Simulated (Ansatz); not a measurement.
`C[SiH](Cl)[SnH3]` → C• + Cl• + 7 H• + Si• + Sn•  (atomization)

Gas-phase electronic energies from Ansatz, PBE0-D4/def2-TZVP geometries. CCSD(T)/CBS is the MP2 limit (def2-TZVPP, def2-QZVPP) plus CCSD(T) − MP2 in def2-TZVPP, frozen cores. This one scheme is used for every species, atoms too. Functionals use def2-TZVPP. HSE06 is defined as in plane-wave codes. No spin–orbit coupling; open shells (•) take unrestricted orbitals. Spin–orbit coupling would lower the free atoms: a little for C, Cl, Si; strongly for Sn. Elements past krypton have def2 core potentials. Bonds to Sn are less sure, by a few kJ/mol each and by 10 to 20 or more in all where they break to atoms, as the def2 sets lack core-valence functions.

```json
{"level": "PBE-D4", "ΔE (kJ/mol)": "3334.5", "difference from CCSD(T)/CBS": "-23.9"}
{"level": "r2SCANh-D4", "ΔE (kJ/mol)": "3335.1", "difference from CCSD(T)/CBS": "-23.3"}
{"level": "r2SCAN0-D4", "ΔE (kJ/mol)": "3321.8", "difference from CCSD(T)/CBS": "-36.6"}
{"level": "HSE06-D4", "ΔE (kJ/mol)": "3322.7", "difference from CCSD(T)/CBS": "-35.7"}
{"level": "r2SCAN", "ΔE (kJ/mol)": "3338.3", "difference from CCSD(T)/CBS": "-20.1"}
{"level": "HSE06", "ΔE (kJ/mol)": "3300.8", "difference from CCSD(T)/CBS": "-57.6"}
{"level": "LC-ωPBE", "ΔE (kJ/mol)": "3305.7", "difference from CCSD(T)/CBS": "-52.7"}
{"level": "MP2/def2-TZVPP", "ΔE (kJ/mol)": "3253.8", "difference from CCSD(T)/CBS": "-104.6"}
{"level": "CCSD(T)/def2-TZVPP", "ΔE (kJ/mol)": "3272.9", "difference from CCSD(T)/CBS": "-85.5"}
{"level": "SCS-MP2/def2-QZVPP", "ΔE (kJ/mol)": "3324.0", "difference from CCSD(T)/CBS": "-34.4"}
{"level": "CCSD(T)/CBS", "ΔE (kJ/mol)": "3358.4", "difference from CCSD(T)/CBS": "0"}
```

Largest T1 diagnostic among the species: 0.012.

At CCSD(T), def2-SVP lies −234.9 kJ/mol from the extrapolated value and def2-TZVPP −85.5 kJ/mol: correlation converges slowly with the basis, and small sets miss more of it in the bonded molecule than in its fragments. The D4 term adds +43.6 kJ/mol with B3LYP and +23.1 kJ/mol with PBE0; it sums over pairs of atoms, weighted by their polarisabilities, and B3LYP, whose exchange is more repulsive, gets the larger term. From PBE to PBE0 (25 % exact exchange), in def2-TZVPP and without D4, ΔE moves by −8.3 kJ/mol: exact exchange takes away binding that semilocal exchange gives to molecules.

B3LYP here is the variant with VWN-RPA as its local correlation; programs differ in this.

For atomizations the MP2-based limit and the directly extrapolated one differ by several kJ/mol either way, and by 10 to 25 for some Ge, Se and Sn compounds, so smaller differences from it don't rank the levels.
